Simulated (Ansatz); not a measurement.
This geometry of C$_{2}$H$_{9}$GeNO (14 atoms, charge 0, multiplicity 1) is a first-order saddle point.

The calculation used RKS PBE/def2-SVP in Ansatz 0.2.0.

```xyz
14
Properties=species:S:1:pos:R:3
C -1.367 0.508 0.398
C 0.018 0.353 -0.240
N 0.903 1.322 0.295
O -0.064 0.555 -1.671
Ge 0.781 -1.501 0.059
H -1.735 1.540 0.210
H -1.341 0.324 1.491
H -2.097 -0.196 -0.049
H 1.908 1.218 0.186
H 0.579 1.974 1.004
H -0.642 -0.148 -2.028
H 0.712 -1.936 1.553
H 2.274 -1.461 -0.375
H 0.057 -2.583 -0.803
```

(1) Which two structures does it join? (They come from a converged band through this point; their orientation in space is the band's.)

(2) How far does it lie above each of them?

## Answers

(1) No bond is made or broken. The height of N3 over the plane of its neighbours goes from -0.37 to 0.40 Å.

First end point:

```xyz
14
Properties=species:S:1:pos:R:3
C -1.417 0.524 0.337
C -0.010 0.387 -0.247
N 0.834 1.439 0.284
O -0.008 0.594 -1.660
Ge 0.776 -1.462 0.103
H -1.803 1.538 0.104
H -1.422 0.383 1.438
H -2.105 -0.231 -0.096
H 1.798 1.340 -0.060
H 0.861 1.407 1.309
H -0.579 -0.093 -2.052
H 0.798 -1.808 1.623
H 2.245 -1.441 -0.408
H 0.018 -2.604 -0.646
```

Last end point:

```xyz
14
Properties=species:S:1:pos:R:3
C -1.373 0.461 0.424
C 0.040 0.323 -0.145
N 0.928 1.229 0.530
O 0.044 0.614 -1.562
Ge 0.783 -1.534 0.117
H -1.746 1.492 0.237
H -1.387 0.272 1.515
H -2.080 -0.244 -0.060
H 1.852 1.212 0.080
H 0.577 2.195 0.431
H -0.612 0.030 -1.992
H 0.632 -2.061 1.571
H 2.286 -1.511 -0.272
H 0.041 -2.508 -0.846
```

(2) 0.079 eV above the first and 0.240 eV above the second. This is the barrier of this one path; another mechanism may lie lower.

Run time: 5.1 min on 2 threads of Arm Neoverse V1, on a shared host, peak memory 0.19 GiB.
